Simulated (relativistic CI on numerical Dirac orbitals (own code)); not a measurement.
# Cu2+ in a cubic cluster: 2p photoemission with charge transfer

Computed with a charge-transfer multiplet model of a cubic metal-ligand cluster with up to one ligand hole, Slater and spin-orbit integrals from Dirac-Coulomb-Breit ions, Slater integrals scaled by 0.9. The ground state mixes d9 with configurations of k ligand holes L, whose averages lie at kΔ + k(k − 1)U_dd/2; a core hole lowers each added d electron by U_cd. 300 K, Lorentzian 0.6 eV and Gaussian 0.8 eV FWHM.

Atomic integrals in eV (Slater integrals scaled, ζ unscaled), ground: F2dd 12.450, F4dd 7.768, zeta_d 0.099; with the core hole: F2dd 12.450, F4dd 7.768, zeta_d 0.138, zeta_core 13.377, F2cd 7.943, G1cd 6.088, G3cd 3.464.

Cluster parameters (eV): Δ = 2.9, U_dd = 8.3, U_cd = 9.8, 10Dq = 0.3, 10Dq(ligand) = 0.5, final-state hopping factor = 0.9.

```tsv
Case	n_d	d9	d10L	S
V(eg) = 0.55 eV, V(t2g) = -0.28 eV	9.03	0.97	0.03	0.50
V(eg) = 0.85 eV, V(t2g) = -0.44 eV	9.07	0.93	0.07	0.50
V(eg) = 1.15 eV, V(t2g) = -0.59 eV	9.11	0.89	0.11	0.50
V(eg) = 1.45 eV, V(t2g) = -0.75 eV	9.15	0.85	0.15	0.50
V(eg) = 2.35 eV, V(t2g) = -1.22 eV	9.24	0.76	0.24	0.50
```

Weights, n_d and S are thermal averages at 300 K. Binding energies count from the first peak over 30 % of the highest in each spectrum, which can be another peak from case to case. The parameters are a model scan and need not match a compound or its usual spin state. Peaks in eV (height, largest 100):
- V(eg) = 0.55 eV, V(t2g) = -0.28 eV: -5.7 (14), 0.0 (100), 3.3 (51), 14.3 (7), 21.9 (66)
- V(eg) = 0.85 eV, V(t2g) = -0.44 eV: 0.0 (32), 5.8 (100), 9.1 (54), 20.1 (15), 27.8 (67)
- V(eg) = 1.15 eV, V(t2g) = -0.59 eV: 0.0 (59), 5.9 (100), 9.2 (58), 20.0 (29), 27.8 (69)
- V(eg) = 1.45 eV, V(t2g) = -0.75 eV: 0.0 (96), 6.1 (100), 9.3 (63), 20.0 (46), 28.0 (71)
- V(eg) = 2.35 eV, V(t2g) = -1.22 eV: 0.0 (100), 6.8 (37), 10.0 (30), 20.1 (49), 28.6 (31)

For the case V(eg) = 1.45 eV, V(t2g) = -0.75 eV, Δ = 2.9 eV is smaller than U_dd = 8.3 eV, the charge-transfer side of the Zaanen-Sawatzky-Allen scheme. With the core hole the average of the configuration with one ligand hole lies at Δ − U_cd = -6.9 eV before mixing: it lies below the unscreened one, so the lowest final states are mostly screened and the unscreened weight appears at higher binding energy as a satellite.
